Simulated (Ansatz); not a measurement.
CH₃NZn, relaxed with RKS PBE-D4/def2-SVP in Ansatz from a rough embedded geometry. The force threshold is 0.03 eV/Å; the program also tests the step.

Charge 0, multiplicity 1. The bonds changed during the relaxation, so this is another structure than the one it started from.

Start:

```xyz
6

C     0.237    0.632    0.170
N    -0.740   -0.239   -0.404
Zn    0.096   -1.576    0.511
H     1.191    0.461   -0.234
H     0.282    0.559    1.271
H    -1.065    0.162   -1.314
```

| step | energy (eV) | largest force (eV/Å) | largest move (Å) |
| --- | --- | --- | --- |
| 1 | -50971.5254 | 3.522 | 0.000 |
| 2 | -50972.8344 | 2.934 | 0.195 |
| 3 | -50973.8541 | 3.833 | 0.195 |
| 4 | -50974.5207 | 1.310 | 0.195 |
| 5 | -50974.7630 | 1.109 | 0.195 |
| 6 | -50974.9027 | 0.475 | 0.199 |
| 7 | -50974.9692 | 0.420 | 0.200 |
| 8 | -50974.9910 | 0.218 | 0.198 |
| 9 | -50975.0008 | 0.214 | 0.065 |
| 10 | -50975.0037 | 0.075 | 0.033 |
| 11 | -50975.0048 | 0.085 | 0.026 |
| 12 | -50975.0051 | 0.034 | 0.016 |
| 13 | -50975.0054 | 0.031 | 0.027 |
| 14 | -50975.0056 | 0.024 | 0.024 |

End:

```xyz
6

C     0.344    0.715    0.163
N    -0.492   -0.163   -0.245
Zn   -0.684   -2.659    0.593
H     0.867    1.457   -0.484
H     0.591    0.753    1.245
H    -0.626   -0.104   -1.272
```

Hardware: 2 threads of an Arm Neoverse V1 on a shared host. Wall time 18 s, peak host memory 0.16 GiB.
